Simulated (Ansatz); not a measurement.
Job for Ansatz (a quantum-chemistry and plane-wave program): R-CCSD(T)/aug-cc-pVDZ on C4H10O (a complex), monomers drawn apart or pushed together.

Ansatz 0.2 input:
```yaml
crystal:
  periodic: [false, false, false]
  atoms:
    - {symbol: C, position_ang: [0.51837406, -0.50382232, 0.28773583]}
    - {symbol: C, position_ang: [-0.39772935, 0.43655513, 0.46909878]}
    - {symbol: H, position_ang: [0.85996145, -0.79038651, -0.69979840]}
    - {symbol: H, position_ang: [0.96667999, -1.02877161, 1.12300992]}
    - {symbol: H, position_ang: [-0.73507478, 0.71854131, 1.45917579]}
    - {symbol: H, position_ang: [-0.84210873, 0.95753336, -0.37098124]}
    - {symbol: C, position_ang: [0.72778124, 0.75541186, 3.90291666]}
    - {symbol: O, position_ang: [-0.63057841, 0.47557283, 3.64304586]}
    - {symbol: C, position_ang: [-0.94203936, -0.89176769, 3.79901502]}
    - {symbol: H, position_ang: [1.38783330, 0.20988755, 3.21662431]}
    - {symbol: H, position_ang: [0.99930870, 0.49119181, 4.93313023]}
    - {symbol: H, position_ang: [0.87386288, 1.82452749, 3.75825460]}
    - {symbol: H, position_ang: [-0.36125893, -1.51649976, 3.10858829]}
    - {symbol: H, position_ang: [-2.00125953, -1.01213628, 3.57805405]}
    - {symbol: H, position_ang: [-0.74748928, -1.23055079, 4.82480348]}
basis:
  gaussian:
    orbitals: aug-cc-pVDZ
magnetization: {spin_polarized: false}
correlation: {method: ccsd_t, electrons: outside_noble_gas}
scf: {lower_state_search: off}
```

Q: Give the final energy of this run.

A: -233.0168 hartree (reference determinant -232.1278, T1 diagnostic 0.011).

Q: How many basis functions does it have, and what does it roughly cost on one machine?

A: 205 functions; roughly 110 core-seconds.
